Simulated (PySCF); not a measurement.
Molecule: SMILES [SiH3]O[Se]O (H4O2SeSi). Atoms near the plane z = 1.5 Å, at the CAM-B3LYP/def2-SVP optimised geometry (x, y, z in Å): Se1 (-1.8, 1.4, 0.2), O2 (-2.0, 1.4, 2.0), H3 (-2.2, 0.5, 2.3), O4 (-0.1, 0.9, 0.0), Si5 (0.4, -0.7, 0.0), H6 (-0.2, -1.4, 1.2), H7 (1.8, -0.7, 0.0).

Method: CAM-B3LYP/def2-TZVP run with PySCF 2.14.0. The values are rescaled to run from 0 to 1.

```
|4444444444444444444444444444444|
|4444444444444444444444444444444|
|4444444444444444444444444444444|
|4444444444444444444444444444444|
|4444444444444444444444444444444|
|4444444444444444444444444444444|
|4444445555444444444444444444444|
|4444456776554444444444444444444|
|4444568999654444444444444444444|
|4444578658855444444444444444444|
|4444578206855444444444444444444|
|4444579878755444444444444444444|
|4444568998654444444444444444444|
|4444456666544444444444444444444|
|4444455555444444444444444444444|
|4444444444444444444444444444444|
|4444444444444444444444444444444|
|4444444444444444444444444444444|
|4444444444444444444444444444444|
|4444444444444444444444444444444|
|4444444444444423444444444444444|
|4444444444444544444444444444444|
|4444444444444455444444444444444|
|4444444444444444444444444444444|
|4444444444444444444444444444444|
|4444444444444444444444444444444|
|4444444444444444444444444444444|
|4444444444444444444444444444444|
|4444444444444444444444444444444|
|4444444444444444444444444444444|
|4444444444444444444444444444444|
```
Scale: ten equal steps from 0.000 (start of '0') to 1.00 (end of '9'), in the order '0123456789'; x runs from -4.00 to 4.00, y from -4.00 (bottom) to 4.00 (top).

Which quantity is mapped?
A. electrostatic potential
B. electron localisation function
C. Laplacian of the electron density
D. log10 of the electron density

C, Laplacian of the electron density. In full: Laplacian of the electron density (e/bohr⁵).
